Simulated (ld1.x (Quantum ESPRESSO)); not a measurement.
Configuration tests for phosphorus (P) (PAW)

* Element: phosphorus (P)
* Generator: ld1.x (Quantum ESPRESSO) 7.5
* Type: PAW
* Functional: LDA (PZ)
* Relativity: scalar-relativistic
* Frozen core: [Ne]
* Valence charge: 5
* Reference configuration: 3s2 3p2.5 (charge +0.5)
* Partial waves: 3s (bound): rcut 1.15, rcutus 1.45 bohr; 3s channel at -0.75 Ry: rcut 1.15, rcutus 1.45 bohr; 3p (bound): rcut 1.40, rcutus 1.75 bohr; 3p channel at 0.05 Ry: rcut 1.40, rcutus 1.75 bohr; 3d channel at 0.45 Ry: rcut 1.10, rcutus 1.35 bohr; 3d channel at 1.85 Ry: rcut 1.10, rcutus 1.35 bohr
* Local potential: all-electron potential smoothed inside 1.50 bohr (lloc = -1)
* Core correction: Bessel-smoothed model core inside 0.65 bohr
* Augmentation charge: PSQ, inside the norm-conserving radii

Energies are relative to the spin-unpolarised reference configuration 3s2 3p2.5; without spin polarisation the order of configurations can differ from experiment. Spin-polarised rows fill each open shell by Hund’s rule, majority spin first.

```
     valence configuration  charge  ΔE all-electron (eV)  error AE − PS (meV)
                   3s2 3p3       0                -3.821                 +0.1
                   3s2 3p2      +1                 6.000                 -0.7
                   3s2 3p0      +3                55.144                  -44
                   3s1 3p4       0                 4.675                 -0.1
                   3s1 3p3      +1                15.072                 -1.8
3s2 3p2.5 (spin-polarised)    +0.5                -1.177                 -1.1
  3s2 3p3 (spin-polarised)       0                -5.331                 -1.0
```

What are ΔE and the potential's error for 3s0 3p5?

ΔE = 13.315 eV all-electron; the error (AE − PS) is -0.9 meV.

What are ΔE and the potential's error for 3s2 3p1?

ΔE = 25.249 eV all-electron; the error (AE − PS) is -8.9 meV.
